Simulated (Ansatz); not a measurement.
GeF4⁺, relaxed as a doublet with UKS B3LYP-D4/def2-SVP in Ansatz, starting from the B3LYP-D4/def2-SVP geometry of the neutral singlet. Force threshold 0.02 eV/Å.

Start:

```xyz
5

Ge    0.000    0.000    0.000
F     0.861    0.182   -1.461
F     1.038   -0.632    1.196
F    -1.308   -1.068   -0.240
F    -0.591    1.518    0.505
```

Q: Estimate the energy that the relaxation releases and the steps that it takes.

A: 0.52 eV, in 17 steps; 33 s on 4 threads of Arm Neoverse V2 on a shared host. The force fell under the threshold at step 5, but the optimiser went on and released 0.485 eV more. No frequencies were taken in this run, so the end may be a saddle point.

Q: Does the start keep its bonding and symmetry?

A: By distances, no bond broke or formed. The bond that changes most is Ge1–F5, from 1.71 to 1.81 Å (atoms count from 1). A close non-bonded pair moves further: F3–F5, from 2.78 to 2.06 Å. Point group Td at the start, C2v at the end, both within 0.05 Å.

Q: Predict the relaxed structure.

A: 
```xyz
5

Ge   -0.0594   -0.1209   -0.2314
F     0.8742    0.1967   -1.5787
F     0.8927   -0.2411    1.2972
F    -1.3601   -1.1663   -0.2890
F    -0.3473    1.3316    0.8020
```
Bond lengths: 4 × F–Ge 1.67 to 1.81 Å.
